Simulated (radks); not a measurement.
Values are calculated unless marked as measured or tabulated.
Effect of the nuclear size on the ytterbium ion Yb19+, [Kr] 4d10 4f5. Code: a radial shooting solver on a logarithmic mesh with Libxc functionals. Model: Dirac Kohn-Sham, LDA (Slater exchange, Perdew-Wang correlation), spin-unpolarised, spherical densities, finite nucleus; open shells are shared between the two j in proportion to 2j + 1; Fermi nuclear charge, rms radius 5.3108 fm. The rms radius is varied about that value; shifts are against it.

[
 {"rms radius (fm)": "4.6045", "total energy shift (eV)": "-9.83", "density at nucleus (e/bohr^3)": "1.068e+06", "1s1/2 shift (meV)": "-4020", "2s1/2 shift (meV)": "-546", "4s1/2 shift (meV)": "-31.0", "4p1/2 shift (meV)": "-0.063", "4f7/2 shift (meV)": "0.695", "5s1/2 (empty) shift (meV)": "-9.45", "5p1/2 (empty) shift (meV)": "-0.088"},
 {"rms radius (fm)": "5.0187", "total energy shift (eV)": "-4.19", "density at nucleus (e/bohr^3)": "1.04e+06", "1s1/2 shift (meV)": "-1710", "2s1/2 shift (meV)": "-232", "4s1/2 shift (meV)": "-13.2", "4p1/2 shift (meV)": "-0.027", "4f7/2 shift (meV)": "0.296", "5s1/2 (empty) shift (meV)": "-4.02", "5p1/2 (empty) shift (meV)": "-0.038"},
 {"rms radius (fm)": "5.3108", "total energy shift (eV)": "0", "density at nucleus (e/bohr^3)": "1.022e+06", "1s1/2 shift (meV)": "0.000", "2s1/2 shift (meV)": "0.000", "4s1/2 shift (meV)": "0.000", "4p1/2 shift (meV)": "0.000", "4f7/2 shift (meV)": "0.000", "5s1/2 (empty) shift (meV)": "0.000", "5p1/2 (empty) shift (meV)": "0.000"},
 {"rms radius (fm)": "5.7622", "total energy shift (eV)": "6.79", "density at nucleus (e/bohr^3)": "9.965e+05", "1s1/2 shift (meV)": "2770", "2s1/2 shift (meV)": "377", "4s1/2 shift (meV)": "21.4", "4p1/2 shift (meV)": "0.046", "4f7/2 shift (meV)": "-0.480", "5s1/2 (empty) shift (meV)": "6.53", "5p1/2 (empty) shift (meV)": "0.062"},
 {"rms radius (fm)": "6.0224", "total energy shift (eV)": "10.9", "density at nucleus (e/bohr^3)": "9.83e+05", "1s1/2 shift (meV)": "4440", "2s1/2 shift (meV)": "604", "4s1/2 shift (meV)": "34.3", "4p1/2 shift (meV)": "0.075", "4f7/2 shift (meV)": "-0.769", "5s1/2 (empty) shift (meV)": "10.5", "5p1/2 (empty) shift (meV)": "0.099"}
]

Slopes of the eigenvalues against <r^2> in GHz/fm^2, as finite differences over the two radii next to the reference (eigenvalue slopes, not the field-shift constants of lines): 1s1/2 135000, 2s1/2 18400, 4s1/2 1040, 4p1/2 2.22, 4f7/2 -23.4, 5s1/2 (empty) 318, 5p1/2 (empty) 3.00.
